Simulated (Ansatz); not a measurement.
CH6BeSi⁻, that is BeMe(SiH3) with one electron more. The state is a doublet with charge -1. Geometry r2SCAN-D4/def2-TZVP, that of the neutral singlet; atoms count from 1.

```xyz
9

Be    0.146   -0.239   -0.038
C     1.047   -1.618   -0.339
H     1.081   -1.864   -1.407
H     0.647   -2.501    0.172
H     2.088   -1.513   -0.011
Si   -1.024    1.577    0.335
H    -1.180    1.877    1.789
H    -2.406    1.493   -0.226
H    -0.399    2.788   -0.276
```

The highest occupied level of the charge -1 doublet lies above zero (up to 1.82 eV). By energy differences it is unbound by 0.43 eV (vertical, against the charge 0 singlet, at PBE0-D4/def2-TZVPD) and held by the finite basis.

(1) Estimate the Mulliken populations from the PBE0/def2-TZVPD orbitals of Ansatz.

(2) Where does the spin sit?

(3) And the Mayer bond orders between heavy atoms (over 0.3)?

## Answers

(1) 
```csv
atom,charge (e),spin (α − β)
Be1,-0.75,0.80
C2,-0.23,0.02
H3,0.11,0.00
H4,0.06,0.00
H5,0.07,0.00
Si6,-0.04,0.15
H7,-0.07,0.03
H8,-0.07,0.01
H9,-0.07,-0.01
```
Mulliken values depend strongly on the basis. With diffuse functions, as here, like atoms can get unlike values, and bond orders can come out too low or too high.

(2) Summed by element: Be 0.80, C 0.02, H 0.03, Si 0.15, of 1 unpaired in all. Largest on single atoms: Be1 0.80, Si6 0.15, H7 0.03.

(3) Be1–C2 0.96 (1.67 Å); Be1–Si6 1.10 (2.19 Å).
